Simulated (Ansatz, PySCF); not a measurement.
Al(F)(Me)(vinyl) (C3H6AlF), SMILES C=[CH][Al]([CH3])[F].

Geometry: B3LYP-D3(BJ)/def2-SVP. The structure was generated by enumeration; whether it is a known compound was not checked. The values are those of a single conformer.

Vertical ionisation energy (IE) and electron affinity (EA) in eV. Rows of orbital energies are one-electron estimates. Where ΔSCF, EOM or ADC give a negative EA the extra electron is unbound and the value depends on the basis.

| level | IE | EA |
|---|---|---|
| −ε(HOMO), −ε(LUMO), HF/def2-TZVP (PySCF) | 10.44 | -1.94 |
| −ε(HOMO), −ε(LUMO), PBE/def2-TZVP (PySCF) | 6.70 | 2.08 |
| ΔSCF, PBE0/def2-SVPD (Ansatz), final states of multiplicity 2 and 2 | 10.10 | -0.44 |
| ΔSCF, PBE/def2-SVPD (Ansatz), final states of multiplicity 2 and 2 | 9.73 | -0.36 |

**Question.** What vertical singlet–triplet gap does ΔSCF give with PBE0/def2-SVPD (Ansatz, a first-principles code) and with PBE/def2-SVPD (Ansatz)? (The exact figures need the calculation; the answer reports its results.)

**Answer.** 3.93 and 4.11 eV (triplet above singlet where positive).
